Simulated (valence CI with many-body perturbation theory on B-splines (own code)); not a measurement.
Results of a calculation; reference values are marked as such.
From CI to CI+MBPT in La¹⁸⁺

Method: valence CI with perturbative core correlation (CI+MBPT): three valence electrons over a frozen Dirac-Fock core [Kr], radial functions for each j: 9 s, 9 p, 10 d, 8 f, 5 g, 3 h, 1 i, with the one-electron correlation potential Σ1, the two-electron term Σ2, the three-electron term Σ3, Breit, model QED; selected CI, second order for the rest (own B-spline code, finite nucleus).

No measured spectrum was set against this ion. As an estimate, terms of the open shell hold to 2 to 4 % of their energy, and close levels can change places. Only levels of the ground parity were solved; by the run's estimate the other parity begins above the list, which can be wrong where configurations are misplaced.

Each rung adds one term. CI alone is the Dirac-Coulomb CI over the frozen core; QED comes last and gives the full result, which names the levels. Energies are above 4d3 4F_3/2 on the same rung, in cm⁻¹.

Names give the largest LS component (configuration and term), which can be under half, so a name can repeat, a term be missing and a line seem to break the LS rules; names also repeat where a configuration has a term twice. Letters in brackets count levels of one name in rising energy.

| Level | CI alone | + Σ1 | + Σ2 | + Σ3 | + Breit | Full |
| --- | --- | --- | --- | --- | --- | --- |
| 4d3 4F_5/2 | 18372 | 18680 | 18786 | 18911 | 18197 | 18270 |
| 4d3 4F_7/2 | 31779 | 32211 | 31960 | 31987 | 30925 | 31022 |
| 4d3 4P_3/2 | 36759 | 36991 | 36424 | 36462 | 35977 | 36030 |
| 4d3 4F_9/2 | 39591 | 40014 | 38873 | 38712 | 37629 | 37717 |
| 4d3 4P_1/2 | 43137 | 43435 | 42568 | 42613 | 41957 | 42026 |
| 4d3 2G_7/2 | 60987 | 61577 | 60352 | 59973 | 58630 | 58762 |
| 4d3 2H_9/2 | 64080 | 64736 | 62954 | 62897 | 61303 | 61450 |
| 4d3 4P_5/2 | 63786 | 64316 | 63743 | 63526 | 62339 | 62463 |
| 4d3 2D_3/2 [a] | 72529 | 73170 | 73287 | 72876 | 71518 | 71666 |
| 4d3 2P_1/2 | 76564 | 77231 | 77011 | 77257 | 75824 | 75977 |
| 4d3 2H_11/2 | 84570 | 85312 | 81954 | 81720 | 79921 | 80077 |
| 4d3 2D_5/2 [a] | 89582 | 90319 | 89497 | 88497 | 86913 | 87075 |
| 4d3 2G_9/2 | 98833 | 99856 | 98405 | 98054 | 95722 | 95955 |
| 4d3 2F_5/2 | 100475 | 101051 | 97839 | 97021 | 95885 | 96008 |
| 4d3 2F_7/2 | 104051 | 104748 | 101306 | 100555 | 99020 | 99168 |
| 4d3 2P_3/2 | 105903 | 106869 | 107834 | 107791 | 105691 | 105918 |
| 4d3 2D_3/2 [b] | 148030 | 148836 | 147215 | 145703 | 144148 | 144321 |
| 4d3 2D_5/2 [b] | 151232 | 152164 | 152239 | 151024 | 149084 | 149295 |

(1) How does the ionisation energy move along the ladder, and which term matters most?

Results:

(1) CI alone 495.51, + Σ1 497.84, + Σ2 499.23, + Σ3 499.24, + Breit 499.07, + QED 499.10 eV. The largest step is Σ1, 2.33 eV. NIST lists 498 ± 3 eV (theoretical).
